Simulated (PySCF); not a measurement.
Reading a saddle point

A first-order saddle point of SiH6Se, singlet, PBE0-D4/def2-TZVP, with one imaginary mode of 1195i cm⁻¹:

Si1  (-0.148, -0.305, -0.739)
H2  (-0.310, -1.158, 0.727)
H3  (1.142, -0.857, -1.196)
H4  (-1.256, -1.230, -1.146)
H5  (-0.572, 0.980, -1.355)
H6  (0.207, -0.425, 1.074)
Se7  (1.103, 1.190, 1.110)
H8  (-0.166, 1.804, 1.525)
(Å)

Computed with PySCF 2.14 with density fitting (its default auxiliary sets; JK sets also for MP2 and CCSD(T)) (basis: def2-TZVPP and def2-QZVPP); correlated methods freeze the cores. Filled d shells of the heavier atoms are correlated. The def2 sets are not built for correlating such inner shells, so the correlated values are less sure here. Extrapolation: Hartree–Fock as exp(−7.88 √X), correlation as X^−2.97.

(1) Which contacts change along the imaginary mode, and what lies on either side? (A judgement: the text doesn't fix the answer.)

(2) Which side is lower, and how far does the saddle lie above each? (An estimate is asked for; the value comes from the calculation.)

The T1 diagnostic stays at or below 0.013.

Answers

(1) By the calculation: The step is H₂Se + SiH₄ → SiH₄Se ([SiH3][SeH]) + H₂, with the molecules in contact on both sides. Shortening one way: Si1–Se7, H2–H6; lengthening the same way: Si1–H2, H6–Se7.
```tsv
pair	one side (Å)	saddle (Å)	other side (Å)
Si1–Se7	3.88	2.69	2.28
H2–H6	3.28	0.96	0.75
Si1–H2	1.48	1.70	3.82
H6–Se7	1.47	1.85	3.31
```

(2) Computed: The side with Si1–Se7, H2–H6 short is lower by 37.6 kJ/mol; the saddle lies 243.4 kJ/mol above it and 205.8 kJ/mol above the other (CCSD(T) at an estimated basis limit (MP2 extrapolated from triple and quadruple zeta, plus CCSD(T) − MP2 in triple zeta); electronic energies).

Labels in which every atom is bracketed show which atoms are joined, not bond orders.

For scale, one of the runs: CCSD(T)/def2-TZVPP, 174 basis functions, launched by `OMP_NUM_THREADS=4 python run.py`. Hardware: 4 CPU threads of an Arm Neoverse V2, shared host. Wall time 3.7 min; peak host memory 1.7 GiB.
